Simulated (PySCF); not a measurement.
CH₈N₂Si₂, SMILES N[Si@H]1NC[SiH2]1. Atoms are numbered in the order given.

```xyz
13

N      2.0257    -1.0370     0.6206
Si     0.5199    -0.7921    -0.1745
N     -0.8263    -0.5421     0.8992
C     -1.5903     0.6453     0.5189
Si    -0.3946     1.2592    -0.8636
H      2.4180    -0.3638     1.2674
H      2.7241    -1.6666     0.2458
H      0.4642    -1.9496    -1.1279
H     -1.1863    -1.1363     1.6397
H     -1.7135     1.3663     1.3484
H     -2.5994     0.4199     0.1245
H      0.3143     2.5304    -0.5088
H     -1.0299     1.4425    -2.2071
```
Charge 0, spin multiplicity 1.

Geometry: PBE0-D3(BJ)/def2-SVP. The structure was generated by enumeration; whether it is a known compound was not checked. The values are those of a single conformer.

Two levels are set side by side: PBE/pcSseg-1 (PySCF) and KT2/pcSseg-1 (PySCF). GIAO shifts against NH3 (¹⁵N), TMS (²⁹Si), TMS (¹H), TMS (¹³C) at the same level; non-relativistic, no solvent, atoms listed together averaged. Differences are taken from unrounded values.

```tsv
quantity	KT2
δ(¹⁵N) of N1 (ppm)	47.5
δ(²⁹Si) of Si2 (ppm)	-15.3
δ(¹⁵N) of N3 (ppm)	74.1
δ(¹³C) of C4 (ppm)	34.0
δ(²⁹Si) of Si5 (ppm)	-36.9
δ(¹H) of H8 (ppm)	5.92
δ(¹H) of H9 (ppm)	1.67
δ(¹H) of H10, H11 (ppm)	3.36
```

Q: What does PBE give, and how far is it from KT2? (Estimate from the structure and the level; the computed values follow.)

A: 
```json
[
 {"quantity": "δ(¹⁵N) of N1 (ppm)", "PBE": "48.6", "PBE minus KT2": "1.1"},
 {"quantity": "δ(²⁹Si) of Si2 (ppm)", "PBE": "-19.7", "PBE minus KT2": "-4.3"},
 {"quantity": "δ(¹⁵N) of N3 (ppm)", "PBE": "75.2", "PBE minus KT2": "1.0"},
 {"quantity": "δ(¹³C) of C4 (ppm)", "PBE": "33.4", "PBE minus KT2": "-0.7"},
 {"quantity": "δ(²⁹Si) of Si5 (ppm)", "PBE": "-39.8", "PBE minus KT2": "-2.9"},
 {"quantity": "δ(¹H) of H8 (ppm)", "PBE": "5.95", "PBE minus KT2": "0.02"},
 {"quantity": "δ(¹H) of H9 (ppm)", "PBE": "1.50", "PBE minus KT2": "-0.17"},
 {"quantity": "δ(¹H) of H10, H11 (ppm)", "PBE": "3.31", "PBE minus KT2": "-0.05"}
]
```

Rough cost on one machine, each run with all the roots and properties that it gave: KT2 against PBE within a factor of 2.
